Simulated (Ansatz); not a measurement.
`B[SiH](Cl)BN`. Charge 0, multiplicity 1.

Cartesian coordinates in Å:
```
B -0.440 -0.342 2.189
Si 0.690 0.213 0.642
Cl 0.709 2.289 0.381
B 0.022 -0.595 -1.086
N -0.384 0.264 -2.088
H -1.181 0.400 2.763
H -0.413 -1.489 2.532
H 2.104 -0.185 0.902
H -0.037 -1.778 -1.262
H -0.725 -0.046 -2.984
H -0.345 1.267 -1.988
```

**Question.** What are the harmonic wavenumbers in cm⁻¹ at PBE0-D4/def2-TZVP (Ansatz, finite differences of forces, unscaled)? (An estimate is asked.)

**Answer.** The calculation gave: 72, 117, 146, 165, 225, 339, 467, 479, 568, 609, 662, 669, 709, 779, 879, 915, 921, 1139, 1159, 1366, 1638, 2187, 2584, 2610, 2677, 3577, 3677.

**Question.** Is this a minimum?

**Answer.** Yes, all 27 modes are real.

**Question.** Give the ideal-gas thermochemistry at 298.15 K and 1 bar (rigid rotor, harmonic oscillator; point group C1, symmetry number 1).

**Answer.** Zero-point energy 187.4 kJ/mol; H(298) − E = 210.8 kJ/mol; entropy 365.3 J/(mol·K), of which translation 166.9, rotation 115.7, vibration 82.6; G(298) − E = 101.9 kJ/mol. Modes under 100 cm⁻¹ are hindered rotations or soft bends, so the harmonic entropy is rough.
